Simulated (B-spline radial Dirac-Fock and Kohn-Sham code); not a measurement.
Kohn-Sham estimates against Dirac-Fock for the levels of Sr²³⁺

System: the Sr²³⁺ ion in the configuration [Ne] 3s2 3p3.

The density-functional columns are spherical, spin-unpolarised Dirac-Kohn-Sham results without Breit or QED terms: −ε is minus the orbital energy of the initial state and ΔSCF the difference of two total energies. The reference in the last column comes from multi-electron Dirac-Fock with separately optimised hole states, Breit and Lamb-shift corrections added in first order. All numbers are from a B-spline atomic structure program, in eV; a selection of levels is shown. The Kohn-Sham columns are given as differences from the reference. For the 1s level of heavy atoms much of the gap between ΔSCF and the reference is the Breit and QED part, -39.6 eV here; for other levels the error of the functional can be larger.

```tsv
level	LDA −ε − DF	LDA ΔSCF − DF	Dirac-Fock
K (1s)	-235.2	+34.9	17167.6
L1 (2s)	-95.6	-31.4	3242.9
L3 (2p3/2)	-72.3	+0.9	2967.1
M1 (3s)	-27.5	-0.9	1173.7
M2,3 (3p)	-24.7	+2.7	1097.4
```

Values without a named source are computed, but for edge energies of neutral atoms, which are taken from tables.
